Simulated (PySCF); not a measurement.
## Bonding in `N[BH2-]O[SiH3]`

Species: BH₇NOSi (charge -1).
Numbering: `[NH2:1][BH2-:2][O:3][SiH3:4]` (hydrogens: H5, H6 on N1; H7, H8 on B2; H9, H10, H11 on Si4)

Geometry (PBE0-D3(BJ)/def2-SVP, Å), atoms numbered from 1 in this order:
```
atom  x, y, z in Å
N1    -0.9153    0.3737   -0.5827
B2    -0.9031   -0.5776    0.6715
O3     0.5572   -0.7540    0.8838
Si4    1.3255    0.1457   -0.2818
H5    -1.3330    1.2879   -0.4317
H6    -1.3281   -0.0235   -1.4224
H7    -1.4637   -0.0196    1.6439
H8    -1.4796   -1.6579    0.4041
H9     1.3780   -0.2921   -1.7349
H10    2.7910   -0.1410    0.0939
H11    1.3766    1.6627   -0.2313
```

Bond orders from the PBE0/pcSseg-1 density (PySCF). Geometry: PBE0-D3(BJ)/def2-SVP, one conformer, isolated ion. The pcSseg-1 basis has no diffuse functions, a weakness for an anion.

(1) How far do the computed orders between heavy atoms stray from the drawn ones?

(2) Give the Mayer order of every bond, beside its length.

(3) Sum the orders of all bonds at each heavy atom with more than one neighbour and set the sums beside the valence in the SMILES.

## Answers

(1) The largest departure is 0.246, at N1–B2 (drawn single, 0.754). Drawn single, order below 0.88: N1–B2 (0.754) and B2–O3 (0.851). The SMILES, with its formal charges, is one Lewis structure only.

(2) 
```json
{"bond": "N1–B2", "drawn as": "single", "length (Å)": "1.574", "Mayer order": "0.754"}
{"bond": "B2–O3", "drawn as": "single", "length (Å)": "1.486", "Mayer order": "0.851"}
{"bond": "O3–Si4", "drawn as": "single", "length (Å)": "1.661", "Mayer order": "1.062"}
{"bond": "N1–H5", "drawn as": "single", "length (Å)": "1.016", "Mayer order": "0.962"}
{"bond": "N1–H6", "drawn as": "single", "length (Å)": "1.016", "Mayer order": "0.962"}
{"bond": "B2–H7", "drawn as": "single", "length (Å)": "1.254", "Mayer order": "0.908"}
{"bond": "B2–H8", "drawn as": "single", "length (Å)": "1.253", "Mayer order": "0.908"}
{"bond": "Si4–H9", "drawn as": "single", "length (Å)": "1.519", "Mayer order": "0.862"}
{"bond": "Si4–H10", "drawn as": "single", "length (Å)": "1.540", "Mayer order": "0.843"}
{"bond": "Si4–H11", "drawn as": "single", "length (Å)": "1.519", "Mayer order": "0.862"}
```

(3) N1 2.678 (drawn 3), B2 3.421 (drawn 4), O3 1.913 (drawn 2), Si4 3.629 (drawn 4). Orders between atoms that aren't bonded are not in these sums.

For a closed shell the Mayer order of atoms A and B is Σ (PS)μν (PS)νμ over the basis functions μ on A and ν on B, with P the density and S the overlap matrix.
